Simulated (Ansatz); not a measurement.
This geometry of a periodic cell of 17 atoms, Si16Ge (host Si, host structure diamond, interstitial Ge) is a first-order saddle point.

Method: DFT PBE, scalar-relativistic, plane waves, PAW (Ansatz). Settings: PAW set soft_1, cutoff 420 eV, k mesh 2x2x2, gaussian smearing 0.05 eV, no spin polarisation.

```xyz
17
Lattice="0.0000 5.4300 5.4300 5.4300 0.0000 5.4300 5.4300 5.4300 0.0000" Properties=species:S:1:pos:R:3
Si -0.203 -0.197 0.194
Si 1.254 1.261 1.258
Si 2.638 2.642 -0.008
Si 3.867 3.872 1.555
Si 2.841 -0.164 2.580
Si 4.163 1.260 4.168
Si 5.430 2.642 2.785
Si 6.866 4.027 3.986
Si -0.171 2.848 2.580
Si 1.254 4.169 4.167
Si 2.638 5.435 2.786
Si 4.024 6.871 3.987
Si 2.841 2.848 5.592
Si 4.336 4.343 6.515
Si 5.716 5.720 5.137
Si 6.866 6.871 6.830
Ge 7.345 7.351 3.507
```

Problem. Which two structures does it join? (They come from a converged band through this point; their orientation in space is the band's.)

Solution. Contacts lost: Si15–Ge17. Contacts made: Si4–Ge17. The atom that moves furthest is Ge17, by 2.34 Å.

Image 0:

```xyz
17
Lattice="0.0000 5.4300 5.4300 5.4300 0.0000 5.4300 5.4300 5.4300 0.0000" Properties=species:S:1:pos:R:3
Si -0.012 -0.003 0.002
Si 1.352 1.363 1.303
Si 2.719 2.728 0.002
Si 4.070 4.076 1.353
Si 2.753 -0.037 2.667
Si 4.117 1.361 4.066
Si 5.421 2.725 2.703
Si 6.785 4.029 4.066
Si -0.050 2.765 2.665
Si 1.352 4.127 4.066
Si 2.718 5.427 2.701
Si 4.018 6.794 4.065
Si 2.752 2.761 5.463
Si 4.066 4.081 6.776
Si 5.384 5.394 5.462
Si 6.784 6.792 6.828
Ge 6.781 6.795 4.062
```

Image 4:

```xyz
17
Lattice="0.0000 5.4300 5.4300 5.4300 0.0000 5.4300 5.4300 5.4300 0.0000" Properties=species:S:1:pos:R:3
Si -0.003 -0.002 -0.002
Si 1.314 1.314 1.314
Si 2.712 2.713 -0.051
Si 4.112 4.113 1.315
Si 2.712 -0.051 2.713
Si 4.112 1.315 4.113
Si 5.477 2.713 2.713
Si 6.776 4.080 4.080
Si -0.052 2.713 2.713
Si 1.315 4.113 4.113
Si 2.712 5.478 2.713
Si 4.079 6.777 4.079
Si 2.712 2.713 5.478
Si 4.079 4.080 6.777
Si 5.427 5.428 5.428
Si 6.776 6.777 6.777
Ge 8.142 8.143 2.713
```

Problem. How far does it lie above each of them?

Solution. 0.34 eV above the first and 0.34 eV above the second. This is the barrier of this one path; another mechanism may lie lower. Limits of this set-up: coarse k mesh.

The run took 21 min on 1 thread of Arm Neoverse V1 (shared host), peak memory 0.84 GiB.
